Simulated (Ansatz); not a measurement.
Energy needed to pull apart CH3Ag (SMILES [CH3][Ag]), singlet, into free ground-state atoms, from the structure below (displaced at random from its PBE0-D4/def2-TZVP minimum); no zero-point or spin–orbit terms; open-shell atoms are treated unrestricted, in their ground-state multiplicity.

```xyz
5
angstrom
C -0.2053 0.0873 -0.0295
Ag 1.6319 -0.6380 0.6387
H -0.9113 -0.1265 0.7340
H -0.5065 -0.5428 -0.9699
H -0.0775 1.1366 -0.2162
```

Ansatz 0.2.0; basis: def2-TZVPP; cores frozen in the correlated methods. Filled d shells of the heavier atoms are correlated. Core potentials replace the inner electrons of the atoms past krypton.

```json
{"method": "PBE-D4", "atomization energy (eV)": "?"}
{"method": "r2SCAN-D4", "atomization energy (eV)": "15.29"}
{"method": "PBE0-D4", "atomization energy (eV)": "?"}
{"method": "wB97M-V", "atomization energy (eV)": "15.21"}
{"method": "HF", "atomization energy (eV)": "10.63"}
{"method": "MP2", "atomization energy (eV)": "15.00"}
{"method": "CCSD", "atomization energy (eV)": "14.61"}
{"method": "CCSD(T)", "atomization energy (eV)": "14.89"}
```

(1) What does PBE0-D4 give? (To be estimated.)

(2) What does PBE-D4 give? (An estimate is asked for; the value comes from the calculation.)

T1 diagnostic: at most 0.023.

Results:

(1) By the calculation: 15.13 eV, which is about 0.24 eV more than CCSD(T)/def2-TZVPP.

(2) By the calculation: 15.51 eV, which is about 0.62 eV more than CCSD(T)/def2-TZVPP.

In triple zeta the MP2 and coupled-cluster atomization energies are still short of their basis limit by a few kcal/mol a bond, whereas those of the functionals are nearly converged, so these differences are not deviations from converged CCSD(T).

For scale, one of the runs: CCSD(T)/def2-TZVPP forces, 129 basis functions (an equivalent command: `ansatz run in.yaml --threads 2`). Hardware: 2 CPU threads, shared host. Wall time 47 s; peak host memory 1.2 GiB.
